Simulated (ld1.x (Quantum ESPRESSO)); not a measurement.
## Pseudopotential generation for Zr (Z = 40): TM semilocal, LDA (PZ), scalar-relativistic.

Input for ld1.x (Quantum ESPRESSO) 7.5:

```
&input
   title='Zr', zed=40., rel=1, dft='PZ', iswitch=3,
   config='[Kr] 4d2 4f-2 5s2 5p0',
   nld=4, rlderiv=2.70, eminld=-4.0, emaxld=5.0, deld=0.02
 /
 &inputp
   pseudotype=1, tm=.true., lloc=1,
   nlcc=.true., new_core_ps=.true., rcore=1.50,
   file_pseudopw='Zr.pp', file_wfcaegen='ae.wfc', file_wfcncgen='nc.wfc'
 /
4
5S  1  0   2.00   0.00  2.50  2.50  0.0
4D  3  2   2.00   0.00  2.20  2.20  0.0
4F  4  3  -2.00  -0.10  2.50  2.50  0.0
4P  2  1   6.00   0.00  2.15  2.15  0.0
 &test
   configts(1)='4p6 4d2 5s2 5p0'
 /
```

Command:

```bash
ld1.x < Zr.in > Zr.out
```

The program printed (shortened: banner, matrices, multipoles, cross overlaps and the repeated all-electron block are left out):

```
Program LD1 v.7.5
     --------------------------- All-electron run ----------------------------

     Zr
     scalar relativistic calculation

     atomic number is 40.00
     dft =PZ   lsd =0 sic =0 latt =0  beta=0.20 tr2=1.0E-14
     Exchange-correlation= PZ
                           (   1   1   0   0   0   0   0)
     mesh =1225 r(mesh) = 100.59681 a.u. xmin = -7.00 dx = 0.01250
     1 Ry =  13.60569312 eV, c = 137.03599908

     n l     nl                  e(Ry)          e(Ha)          e(eV)
     1 0     1S 1( 2.00)     -1308.2121      -654.1060    -17799.1317
     2 0     2S 1( 2.00)      -181.3068       -90.6534     -2466.8044
     2 1     2P 1( 6.00)      -161.8116       -80.9058     -2201.5592
     3 0     3S 1( 2.00)       -29.6668       -14.8334      -403.6376
     3 1     3P 1( 6.00)       -23.3167       -11.6583      -317.2397
     4 0     4S 1( 2.00)        -4.0066        -2.0033       -54.5120
     4 1     4P 1( 6.00)        -2.3887        -1.1944       -32.5004
     3 2     3D 1(10.00)       -12.8583        -6.4292      -174.9463
     4 2     4D 1( 2.00)        -0.2746        -0.1373        -3.7368
     5 0     5S 1( 2.00)        -0.3378        -0.1689        -4.5954
     5 1     5P 1( 0.00)        -0.1140        -0.0570        -1.5504

     final scf error:  5.0E-15 reached in  39 iterations

     Etot =   -7189.192687 Ry,   -3594.596343 Ha,  -97813.949498 eV

     Ekin =    7389.840295 Ry,    3694.920147 Ha,  100543.899282 eV
     Encl =  -17318.655363 Ry,   -8659.327681 Ha, -235632.310165 eV
     Eh   =    2959.438073 Ry,    1479.719037 Ha,   40265.206243 eV
     Exc  =    -219.815693 Ry,    -109.907846 Ha,   -2990.744857 eV

     normalization and overlap integrals

     s(1S/1S) =  1.000000  <r> =   0.0371  <r2> =    0.0019  r(max) =   0.0241
     s(2S/2S) =  1.000000  <r> =   0.1628  <r2> =    0.0312  r(max) =   0.1368
     s(2P/2P) =  1.000000  <r> =   0.1418  <r2> =    0.0246  r(max) =   0.1093
     s(3S/3S) =  1.000000  <r> =   0.4594  <r2> =    0.2420  r(max) =   0.4111
     s(3P/3P) =  1.000000  <r> =   0.4628  <r2> =    0.2497  r(max) =   0.4010
     s(4S/4S) =  1.000000  <r> =   1.2117  <r2> =    1.6673  r(max) =   1.0764
     s(4P/4P) =  1.000000  <r> =   1.3690  <r2> =    2.1551  r(max) =   1.1748
     s(3D/3D) =  1.000000  <r> =   0.4528  <r2> =    0.2481  r(max) =   0.3451
     s(4D/4D) =  1.000000  <r> =   2.2967  <r2> =    6.6053  r(max) =   1.6058
     s(5S/5S) =  1.000000  <r> =   3.6937  <r2> =   15.5874  r(max) =   3.1147
     s(5P/5P) =  1.000000  <r> =   5.0663  <r2> =   29.7732  r(max) =   4.1521

     ------------------------ End of All-electron run ------------------------

     --------------------- Generating NC pseudopotential ---------------------

      Generating local pot.: lloc=1, matching radius rcloc =   2.1500

      Computing core charge for nlcc:

       r > 1.51 : true rho core
      Core charge pseudized with two Bessel functions
      Integrated core pseudo-charge :   3.57

      Wfc   5S  rcut= 2.487  Using Troullier-Martins method

      Wfc   4D  rcut= 2.195  Using Troullier-Martins method

      Wfc   4F  rcut= 2.487  Using Troullier-Martins method

     ------------------- End of pseudopotential generation -------------------

     Computing logarithmic derivative in   2.69767
     Computing logarithmic derivative in   2.69767
     Computing the partial wave expansion
     R is outside the sphere for l=    0 j= 0.00
       no projector for channel:   1
     R is outside the sphere for l=    2 j= 0.00
     R is outside the sphere for l=    3 j= 0.00

     ---------------------- Testing the pseudopotential ----------------------

     Zr
     scalar relativistic calculation

     atomic number is 40.00   valence charge is 10.00
     dft =PZ   lsd =0 sic =0 latt =0  beta=0.20 tr2=1.0E-14
     mesh =1225 r(mesh) = 100.59681 xmin = -7.00 dx = 0.01250

     n l     nl             e AE (Ry)        e PS (Ry)    De AE-PS (Ry)
     2 1     4P   1( 6.00)       -2.38873       -2.38874        0.00000
     3 2     4D   1( 2.00)       -0.27465       -0.27465        0.00000
     1 0     5S   1( 2.00)       -0.33776       -0.33776       -0.00000
     3 1     5P   1( 0.00)       -0.11395       -0.11923        0.00528  !

     eps = 9.6E-15  iter = 19

     Etot =   -7189.192687 Ry,   -3594.596343 Ha,  -97813.949498 eV
     Etotps =   -65.233403 Ry,     -32.616702 Ha,    -887.545664 eV

     Ekin =      23.925159 Ry,      11.962580 Ha,     325.518373 eV
     Encl =    -123.345888 Ry,     -61.672944 Ha,   -1678.206298 eV
     Ehrt =      47.599774 Ry,      23.799887 Ha,     647.627913 eV
     Ecxc =     -13.972611 Ry,      -6.986305 Ha,    -190.107057 eV
     (Ecc =      -3.795218 Ry,      -1.897609 Ha,     -51.636577 eV)
     Epseu=       0.560163 Ry,       0.280081 Ha,       7.621405 eV

     ---------------------- End of pseudopotential test ----------------------
```

Generation and configuration tests took about 2.3 s on one core of a shared server CPU.

Transferability test of the new file with ld1.x, input:

```
&input
   title='Zr', zed=40., rel=1, dft='PZ', iswitch=2,
   config='[Kr] 4d2 4f-2 5s2 5p0'
 /
 &test
   file_pseudo='Zr.pp', nconf=10,
   configts(1)='4p6 4d2 5s2 5p0',
   configts(2)='4p6 4d2 5s1 5p0',
   configts(3)='4p6 4d2 5s0 5p0',
   configts(4)='4p6 4d1 5s0 5p0',
   configts(5)='4p6 4d3 5s0 5p0',
   configts(6)='4p6 4d2 5s1.5 5p0',
   configts(7)='4p6 4d3 5s1 5p0',
   configts(8)='4p6 4d2 5s0 5p2',
   configts(9)='4p6 4d2 5s2 5p0', lsdts(9)=1,
   configts(10)='4p6 4d2 5s1 5p0', lsdts(10)=1
 /
```

```bash
ld1.x < Zr.test.in > Zr.test.out
```

Pseudopotential blocks of its output, shortened (energy terms left out):

```
     ---------------------- Testing the pseudopotential ----------------------

     n l     nl             e AE (Ry)        e PS (Ry)    De AE-PS (Ry)
     2 1     4P   1( 6.00)       -2.38873       -2.38874        0.00000
     3 2     4D   1( 2.00)       -0.27465       -0.27465       -0.00000
     1 0     5S   1( 2.00)       -0.33776       -0.33776       -0.00000
     3 1     5P   1( 0.00)       -0.11395       -0.11923        0.00528  !

     eps = 7.3E-15  iter = 17

     Etot =   -7189.192687 Ry,   -3594.596343 Ha,  -97813.949498 eV
     Etotps =   -65.233401 Ry,     -32.616701 Ha,    -887.545637 eV

     ---------------------- End of pseudopotential test ----------------------

          ---------------------- Testing the pseudopotential ----------------------

     n l     nl             e AE (Ry)        e PS (Ry)    De AE-PS (Ry)
     2 1     4P   1( 6.00)       -2.88496       -2.87999       -0.00497
     3 2     4D   1( 2.00)       -0.74879       -0.74687       -0.00192
     1 0     5S   1( 1.00)       -0.75141       -0.75151        0.00010
     3 1     5P   1( 0.00)       -0.47326       -0.48240        0.00913  !

     eps = 3.9E-15  iter = 27

     Etot =   -7188.652329 Ry,   -3594.326165 Ha,  -97806.597558 eV
     Etotps =   -64.692956 Ry,     -32.346478 Ha,    -880.192513 eV
     dEtot_ae =       0.540358 Ry
     dEtot_ps =       0.540445 Ry,   Delta E=      -0.000087 Ry

     ---------------------- End of pseudopotential test ----------------------

          ---------------------- Testing the pseudopotential ----------------------

     n l     nl             e AE (Ry)        e PS (Ry)    De AE-PS (Ry)
     2 1     4P   1( 6.00)       -3.45843       -3.44954       -0.00888  !
     3 2     4D   1( 2.00)       -1.28719       -1.28449       -0.00270
     1 0     5S   1( 0.00)       -1.19612       -1.19856        0.00244
     3 1     5P   1( 0.00)       -0.86332       -0.87863        0.01532  !

     eps = 6.8E-15  iter = 29

     Etot =   -7187.679100 Ry,   -3593.839550 Ha,  -97793.356098 eV
     Etotps =   -63.718785 Ry,     -31.859392 Ha,    -866.938230 eV
     dEtot_ae =       1.513587 Ry
     dEtot_ps =       1.514616 Ry,   Delta E=      -0.001030 Ry

     ---------------------- End of pseudopotential test ----------------------

          ---------------------- Testing the pseudopotential ----------------------

     n l     nl             e AE (Ry)        e PS (Ry)    De AE-PS (Ry)
     2 1     4P   1( 6.00)       -4.35773       -4.34943       -0.00830  !
     3 2     4D   1( 1.00)       -2.08574       -2.08249       -0.00325
     1 0     5S   1( 0.00)       -1.79193       -1.80244        0.01051  !
     3 1     5P   1( 0.00)       -1.38910       -1.41711        0.02801  !

     eps = 3.3E-16  iter = 14

     Etot =   -7186.001826 Ry,   -3593.000913 Ha,  -97770.535626 eV
     Etotps =   -62.044533 Ry,     -31.022266 Ha,    -844.158874 eV
     dEtot_ae =       3.190861 Ry
     dEtot_ps =       3.188868 Ry,   Delta E=       0.001992 Ry

     ---------------------- End of pseudopotential test ----------------------

          ---------------------- Testing the pseudopotential ----------------------

     n l     nl             e AE (Ry)        e PS (Ry)    De AE-PS (Ry)
     2 1     4P   1( 6.00)       -2.69974       -2.69167       -0.00807  !
     3 2     4D   1( 3.00)       -0.61672       -0.61528       -0.00145
     1 0     5S   1( 0.00)       -0.67863       -0.68122        0.00259
     3 1     5P   1( 0.00)       -0.41910       -0.42701        0.00791  !

     eps = 7.4E-15  iter = 22

     Etot =   -7188.618710 Ry,   -3594.309355 Ha,  -97806.140141 eV
     Etotps =   -64.656219 Ry,     -32.328110 Ha,    -879.692679 eV
     dEtot_ae =       0.573977 Ry
     dEtot_ps =       0.577182 Ry,   Delta E=      -0.003205 Ry

     ---------------------- End of pseudopotential test ----------------------

          ---------------------- Testing the pseudopotential ----------------------

     n l     nl             e AE (Ry)        e PS (Ry)    De AE-PS (Ry)
     2 1     4P   1( 6.00)       -2.62572       -2.62340       -0.00232
     3 2     4D   1( 2.00)       -0.50215       -0.50125       -0.00089
     1 0     5S   1( 1.50)       -0.53834       -0.53834       -0.00000
     3 1     5P   1( 0.00)       -0.28656       -0.29372        0.00715  !

     eps = 5.0E-15  iter = 25

     Etot =   -7188.974295 Ry,   -3594.487147 Ha,  -97810.978124 eV
     Etotps =   -65.014978 Ry,     -32.507489 Ha,    -884.573842 eV
     dEtot_ae =       0.218392 Ry
     dEtot_ps =       0.218423 Ry,   Delta E=      -0.000031 Ry

     ---------------------- End of pseudopotential test ----------------------

          ---------------------- Testing the pseudopotential ----------------------

     n l     nl             e AE (Ry)        e PS (Ry)    De AE-PS (Ry)
     2 1     4P   1( 6.00)       -2.24723       -2.24348       -0.00374
     3 2     4D   1( 3.00)       -0.18285       -0.18241       -0.00043
     1 0     5S   1( 1.00)       -0.29660       -0.29810        0.00150
     3 1     5P   1( 0.00)       -0.09365       -0.09760        0.00395

     eps = 7.5E-15  iter = 26

     Etot =   -7189.102683 Ry,   -3594.551342 Ha,  -97812.724938 eV
     Etotps =   -65.142270 Ry,     -32.571135 Ha,    -886.305737 eV
     dEtot_ae =       0.090003 Ry
     dEtot_ps =       0.091131 Ry,   Delta E=      -0.001128 Ry

     ---------------------- End of pseudopotential test ----------------------

          ---------------------- Testing the pseudopotential ----------------------

     n l     nl             e AE (Ry)        e PS (Ry)    De AE-PS (Ry)
     2 1     4P   1( 6.00)       -2.56233       -2.53841       -0.02393  !
     3 2     4D   1( 2.00)       -0.42350       -0.41023       -0.01328  !
     1 0     5S   1( 0.00)       -0.43908       -0.43326       -0.00582  !
     3 1     5P   1( 2.00)       -0.19235       -0.19397        0.00162

     eps = 8.5E-15  iter = 23

     Etot =   -7188.722616 Ry,   -3594.361308 Ha,  -97807.553855 eV
     Etotps =   -64.776043 Ry,     -32.388021 Ha,    -881.322959 eV
     dEtot_ae =       0.470071 Ry
     dEtot_ps =       0.457358 Ry,   Delta E=       0.012713 Ry

     ---------------------- End of pseudopotential test ----------------------

          ---------------------- Testing the pseudopotential ----------------------

     n l     nl             e AE (Ry)        e PS (Ry)    De AE-PS (Ry)
     2 1     4P   1( 3.00)       -2.41402       -2.41481        0.00078
     3 2     4D   1( 2.00)       -0.30288       -0.30348        0.00060
     1 0     5S   1( 1.00)       -0.35469       -0.35546        0.00076
     3 1     5P   1( 0.00)       -0.12235       -0.12801        0.00566  !
     2 1     4P   2( 3.00)       -2.34443       -2.34225       -0.00218
     3 2     4D   2( 0.00)       -0.23161       -0.23030       -0.00131
     1 0     5S   2( 1.00)       -0.31355       -0.31271       -0.00084
     3 1     5P   2( 0.00)       -0.10256       -0.10714        0.00457

     eps = 9.0E-15  iter = 32

     Etot =   -7189.228197 Ry,   -3594.614098 Ha,  -97814.432634 eV
     Etotps =   -65.269888 Ry,     -32.634944 Ha,    -888.042067 eV
     dEtot_ae =      -0.035510 Ry
     dEtot_ps =      -0.036487 Ry,   Delta E=       0.000977 Ry

     ---------------------- End of pseudopotential test ----------------------

          ---------------------- Testing the pseudopotential ----------------------

     n l     nl             e AE (Ry)        e PS (Ry)    De AE-PS (Ry)
     2 1     4P   1( 3.00)       -2.91464       -2.91041       -0.00424
     3 2     4D   1( 2.00)       -0.78883       -0.78774       -0.00109
     1 0     5S   1( 1.00)       -0.78878       -0.78952        0.00074
     3 1     5P   1( 0.00)       -0.50034       -0.50973        0.00939  !
     2 1     4P   2( 3.00)       -2.83203       -2.82444       -0.00759  !
     3 2     4D   2( 0.00)       -0.67554       -0.67116       -0.00437
     1 0     5S   2( 0.00)       -0.66835       -0.66721       -0.00114
     3 1     5P   2( 0.00)       -0.40553       -0.41353        0.00801  !

     eps = 7.8E-15  iter = 27

     Etot =   -7188.731780 Ry,   -3594.365890 Ha,  -97807.678546 eV
     Etotps =   -64.774573 Ry,     -32.387287 Ha,    -881.302969 eV
     dEtot_ae =       0.460906 Ry
     dEtot_ps =       0.458828 Ry,   Delta E=       0.002079 Ry

     ---------------------- End of pseudopotential test ----------------------
```
